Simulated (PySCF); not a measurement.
SMILES C=[CH][GeH]([CH]=C)[CH]=C (C6H10Ge), GFN2-xTB optimised geometry.

```
17

Ge    -1.66     0.14     0.00
C     -2.35    -0.69     1.64
C     -3.09    -0.07     2.54
C      0.30     0.14     0.00
C      1.05    -0.77    -0.59
C     -2.38    -0.81    -1.56
C     -1.82    -0.81    -2.76
H     -2.13     1.59     0.00
H     -2.10    -1.73     1.79
H     -3.46    -0.55     3.43
H     -3.36     0.97     2.42
H      0.78     0.94     0.55
H      0.61    -1.59    -1.14
H      2.13    -0.76    -0.55
H     -3.30    -1.35    -1.41
H     -2.24    -1.34    -3.60
H     -0.90    -0.28    -2.95
```

Density from CAM-B3LYP/def2-SVP run with PySCF at that geometry.

Minimum of the electron density along straight lines between bonded atoms, close to the bond critical point (lines longer than 1.1 times the sum of covalent radii, or with two minima, are not listed):

| bond | length / Å | ρ at the minimum / e bohr⁻³ | ∇²ρ there / e bohr⁻⁵ | position (fraction from the first atom) |
|---|---|---|---|---|
| Ge1–C2 | 1.961 | 0.128 | 0.06 | 0.47 |
| C2–C3 | 1.322 | 0.346 | -0.94 | 0.50 |
| Ge1–C4 | 1.963 | 0.127 | 0.06 | 0.47 |
| C4–C5 | 1.322 | 0.347 | -0.94 | 0.50 |
| Ge1–C6 | 1.964 | 0.127 | 0.06 | 0.47 |
| C6–C7 | 1.323 | 0.346 | -0.94 | 0.50 |
| Ge1–H8 | 1.517 | 0.137 | 0.06 | 0.59 |
| C2–H9 | 1.084 | 0.278 | -1.04 | 0.63 |
| C3–H10 | 1.080 | 0.282 | -1.09 | 0.64 |
| C3–H11 | 1.079 | 0.284 | -1.10 | 0.64 |
| C4–H12 | 1.083 | 0.279 | -1.05 | 0.63 |
| C5–H13 | 1.079 | 0.284 | -1.11 | 0.64 |
| C5–H14 | 1.080 | 0.282 | -1.09 | 0.64 |
| C6–H15 | 1.083 | 0.279 | -1.05 | 0.63 |
| C7–H16 | 1.081 | 0.282 | -1.09 | 0.64 |
| C7–H17 | 1.079 | 0.284 | -1.11 | 0.64 |
